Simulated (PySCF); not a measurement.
Can point charges reproduce the dipole moment of `[Li][K]` (lithium potassium)?

Coordinates (PBE0-D3(BJ)/def2-TZVP, Å) and charges (e) from the PBE0/pcSseg-2 density (PySCF):

| atom | x | y | z | Mulliken | Hirshfeld | ESP-fitted |
| --- | --- | --- | --- | --- | --- | --- |
| Li1 | 1.709 | -0.034 | 0.003 | -0.1212 | -0.1400 | -0.1524 |
| K2 | -1.691 | 0.005 | -0.015 | +0.1212 | +0.1400 | +0.1524 |

Form Σ q r in debye for every column and set it beside the full dipole.

The full density gives (-3.43, 0.04, -0.02) D, 3.43 D in size; dipole vectors point from the negative to the positive end.

| scheme | μx | μy | μz | size (D) | share of the full size (%) | angle to the full dipole (°) |
| --- | --- | --- | --- | --- | --- | --- |
| Mulliken | -1.98 | 0.02 | -0.01 | 1.98 | 58 | 0 |
| Hirshfeld | -2.29 | 0.03 | -0.01 | 2.29 | 67 | 0 |
| ESP-fitted | -2.49 | 0.03 | -0.01 | 2.49 | 72 | 0 |

Which set comes closest?

Length of the difference vector: ESP-fitted 0.94 D, Hirshfeld 1.15 D, Mulliken 1.45 D. Closest: ESP-fitted. ESP charges are fitted to the potential around the molecule, whose slowest-falling term is the dipole's. The schemes that divide the density aren't constrained to reproduce the dipole.

What is left for the Hirshfeld atoms' own dipoles?

The Hirshfeld atoms' densities add up to the full density, so μ = Σ q r + Σ (atomic dipoles). The atomic dipoles sum to (-3.43, 0.04, -0.02) − (-2.29, 0.03, -0.01) = (-1.14, 0.01, -0.01) D, 1.15 D in size.

Give the size of the full dipole in other units.

3.43 D = 1.351 au = 0.715 e·Å = 11.45 × 10⁻³⁰ C·m.

Geometry: PBE0-D3(BJ)/def2-TZVP; no solvent, vibrations or thermal averaging.
